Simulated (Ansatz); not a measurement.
A nudged elastic band was laid between two geometries of CH7AlBN (11 atoms, charge 0, multiplicity 1).

Method: RKS BLYP-D4/STO-3G in Ansatz.

```json
{
 "movable images": "9",
 "climbing image": "yes",
 "spring": "5.0 eV/Å²",
 "optimiser": "quadratic models (default)",
 "start path": "through a guess of the saddle point",
 "force threshold": "0.03 eV/Å",
 "iteration limit": "60",
 "end points": "relaxed"
}
```

Initial state:

```xyz
11
Properties=species:S:1:pos:R:3
C -0.870 1.748 0.280
N -0.502 0.293 0.057
B 0.783 -0.256 -0.059
Al 1.017 -2.261 -0.360
H -1.495 2.131 -0.560
H 0.065 2.341 0.341
H -1.444 1.869 1.229
H -1.378 -0.298 -0.006
H 1.658 0.534 0.033
H -0.203 -3.165 -0.454
H 2.369 -2.935 -0.501
```

Final state:

```xyz
11
Properties=species:S:1:pos:R:3
C -1.003 0.971 0.178
N 0.172 0.013 -0.006
B 1.485 0.517 0.013
Al -0.176 -1.750 -0.243
H -1.658 0.975 -0.725
H -0.634 2.004 0.350
H -1.629 0.668 1.049
H 2.376 -0.244 -0.131
H 1.699 1.666 0.172
H -1.631 -2.148 -0.227
H 0.999 -2.673 -0.430
```

(1) What changes between the two ends?

(2) What energy profile does the band end with?

(3) What is the geometry of the highest image?

Results:

(1) Bonds broken: N2–H8, B3–Al4. Bonds formed: N2–Al4, B3–H8.

(2) It converged. The highest image is number 2 of 0 to 10, 2.59 eV above the first end and 4.32 eV above the last; the last end lies 1.73 eV below the first. Neighbouring images differ by up to 2.4 eV, so the band resolves the path poorly. A vibrational analysis at the climbing image gives one clearly imaginary mode, 1079i cm⁻¹: a first-order saddle point. The orbitals stay closed-shell, which can raise the energy where a bond breaks towards radicals; this wasn't checked here. Limits of this set-up: minimal basis.

```tsv
image	path coordinate (Å)	energy (eV)	N2–H8 (Å)	B3–Al4 (Å)	N2–Al4 (Å)
0	0.00	0.00	1.06	2.04	3.00
1	1.35	0.19	1.05	2.03	2.95
2	2.69	2.59	1.51	2.06	2.97
3	3.67	1.60	2.07	2.13	2.82
4	4.65	0.53	2.14	2.14	2.21
5	5.63	-1.01	2.16	2.24	1.89
6	6.61	-1.51	2.15	2.39	1.83
7	7.59	-1.54	2.16	2.45	1.82
8	8.57	-1.58	2.19	2.66	1.82
9	9.55	-1.69	2.21	2.78	1.82
10	10.53	-1.73	2.22	2.82	1.81
```

(3) 
```xyz
11
Properties=species:S:1:pos:R:3:forces:R:3
C -0.888 1.802 0.058 0.00 0.00 0.00
N -0.742 0.266 -0.118 -0.01 0.00 -0.01
B 0.582 -0.285 0.190 -0.01 0.00 0.01
Al 0.844 -2.218 -0.462 0.00 0.01 0.00
H -1.143 2.196 -0.953 0.00 0.00 0.00
H 0.024 2.317 0.438 0.00 0.00 0.00
H -1.750 2.009 0.731 0.00 0.00 0.00
H -0.346 -0.629 1.036 0.01 0.00 -0.01
H 1.474 0.405 0.547 0.00 0.00 0.01
H -0.090 -3.357 -0.110 0.01 -0.01 0.01
H 2.036 -2.505 -1.357 -0.01 0.00 -0.01
```

Run time: 7.2 min on 1 thread of AMD EPYC 9R14 (Zen 4) (shared host), peak memory 0.19 GiB.
